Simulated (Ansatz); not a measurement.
CH7AlClNSi, SMILES `[CH3][AlH][NH][SiH2]Cl` at its PBE0-D4/def2-TZVP geometry, where that method's forces vanish. Total charge 0; spin multiplicity 1.

```xyz
12

C     0.0847   -0.4288    2.4885
Al    0.6138   -0.4160    0.6167
N    -0.3956    0.4582   -0.5826
Si   -0.1846    0.5643   -2.2722
Cl   -1.4618   -0.6905   -3.3093
H    -0.0813   -1.4534    2.8374
H    -0.8293    0.1390    2.6798
H     0.8754   -0.0120    3.1207
H     1.9091   -1.1208    0.0427
H    -1.2410    0.8953   -0.2366
H    -0.4834    1.9225   -2.7838
H     1.1941    0.1423   -2.6012
```

Q: What forces (eV/Å) does r2SCAN-D4/def2-TZVPP give on these atoms in the Gaussian-basis code of Ansatz? (An estimate is asked.)

A: Ansatz gave: 
```
C1   0.012  0.004 -0.052
Al2  0.038 -0.027  0.034
N3   0.027 -0.011  0.025
Si4  0.039  0.050 -0.060
Cl5 -0.041 -0.040 -0.035
H6   0.002  0.029  0.017
H7   0.019 -0.016  0.017
H8  -0.029 -0.017  0.009
H9  -0.025  0.012  0.011
H10 -0.035  0.017  0.011
H11  0.016 -0.020  0.011
H12 -0.025  0.018  0.011
```
